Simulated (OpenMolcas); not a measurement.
**Au6+ in a point-charge field**

Au6+ among 4 point charges of -0.98 e arranged as a tetrahedron (Td), 2 Å from the ion.

- Program: OpenMolcas
- Method: CASSCF
- Basis: ANO-RCC-VDZP [7s6p4d2f]
- Scalar Hamiltonian: DKH2, point nucleus
- Active space: 5 electrons in 5 orbitals (5d)
- State averaging: 2S+1 = 6 even, 1 root; 2S+1 = 4 even, 24 roots; 2S+1 = 2 even, 75 roots
- Spin-orbit coupling: state interaction with AMFI integrals over the reference wave functions

The lowest spin-free states (labels of Td), above the lowest:

```csv
State,Degeneracy,E (cm-1),Free-ion L (%)
6A1,1,0.0,S (100)
4T1,3,31880,G (97)
4T2,3,32063,G (100)
4A1,1,32075,G (100)
4E,2,32088,G (100)
4T1,3,37832,P (97)
4T2,3,39273,D (100)
4E,2,39317,D (100)
2T2,3,45880,I (98)
2A2,1,45986,I (98)
2T1,3,45989,I (99)
2T2,3,46068,I (99)
2E,2,46107,I (100)
2A1,1,46108,I (100)
2T2,3,51861,D (75)
2E,2,52460,D (98)
4A2,1,53081,F (100)
4T1,3,53201,F (100)
4T2,3,53224,F (99)
2T1,3,53667,F (97)
```

The lowest levels with spin-orbit coupling:

```tsv
E (cm-1)	Degeneracy	Label	2S+1	g
0.0	4	Γ8	6 (79 %)	
35.8	2	Γ7	6 (80 %)	3.18 3.18 3.18
21990	4	Γ8	4 (52 %)	
22810	2	Γ7	4 (54 %)	1.71 1.71 1.71
30905	2	Γ6	4 (85 %)	2.46 2.46 2.46
30999	4	Γ8	4 (85 %)	
31172	2	Γ7	4 (85 %)	3.06 3.06 3.06
32165	4	Γ8	4 (86 %)	
32623	2	Γ6	4 (70 %)	4.40 4.40 4.40
32652	4	Γ8	4 (71 %)	
32728	2	Γ7	4 (72 %)	4.26 4.26 4.26
33083	4	Γ8	4 (77 %)	
34018	2	Γ7	4 (84 %)	1.75 1.75 1.75
34337	4	Γ8	4 (86 %)	
34411	2	Γ6	4 (89 %)	4.13 4.13 4.13
34721	4	Γ8	4 (88 %)	
35036	4	Γ8	4 (87 %)	
37750	2	Γ6	4	1.86 1.86 1.86
42336	2	Γ7	4	3.83 3.83 3.83
42950	4	Γ8	4
```

Powder χT (cm3 K/mol): 2.57 at 2 K, 3.03 at 10 K, 3.83 at 50 K, 3.93 at 100 K, 3.96 at 200 K, 3.96 at 300 K. The effective moment at 300 K is 2.828 √(χT) = 5.63 μB.

A least-squares ligand-field fit to the states below 45000 cm-1, each weighted by its degeneracy and with a free common offset, gives 10Dq = -1136 cm-1 (negative for this site), B = 1035 cm-1 and C = 4344 cm-1 (C/B = 4.20), with an rms deviation of 7 cm-1.

Without dynamic correlation the repulsion within the d shell is too large (B by tens of per cent), so at a given field states of lower spin stand too high. Point charges give a weaker field than real ligands, and real ions of this kind are as a rule low spin; the high spin found here belongs to the model. Point charges carry no covalency, so the field is a model and not that of real ligands. No measured value stands beside these numbers.
